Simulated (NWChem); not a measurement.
CH$_{6}$GeS; SMILES C[S][GeH3]

```xyz
9

Ge     0.0604     1.0132     0.0000
S     -0.6884    -1.0787     0.0000
C      0.8934    -1.9798     0.0000
H     -1.1874     1.9078     0.0000
H      0.9172     1.2749     1.2552
H      0.9172     1.2749    -1.2552
H      1.4872    -1.7604    -0.8992
H      0.6438    -3.0499     0.0000
H      1.4872    -1.7604     0.8992
```
Atoms are numbered in this order, from 1.

Results from NWChem. Pople sets run with spherical d functions. Structure relaxed at the PBE0/def2-SVP level. GIAO values for the isolated, static molecule; σ is the absolute isotropic shielding, δ = σ(reference) − σ with the isolated reference molecule computed at the same levels (13C: tetramethylsilane, 1H: tetramethylsilane).

| level | σ Ge1 (ppm) | σ S2 (ppm) | δ C3 (ppm) | δ H4 (rotor mean) (ppm) | δ H7 (rotor mean) (ppm) |
|---|---|---|---|---|---|
| B3LYP/6-31G* | ? | ? | ? | ? | ? |
| Hartree-Fock/6-31G* | 1759.1 | 805.9 | 12.1 | 4.57 | 1.76 |
| LDA (Slater exchange, VWN5)/pcSseg-1 | 1390.7 | 667.0 | 16.8 | 4.98 | 1.99 |

**Question.** Some entries are withheld; supply them.

**Answer.** 
- B3LYP/6-31G*, σ Ge1 (ppm): 1626.6
- B3LYP/6-31G*, σ S2 (ppm): 706.4
- B3LYP/6-31G*, δ C3 (ppm): 15.8
- B3LYP/6-31G*, δ H4 (rotor mean) (ppm): 4.71
- B3LYP/6-31G*, δ H7 (rotor mean) (ppm): 1.85
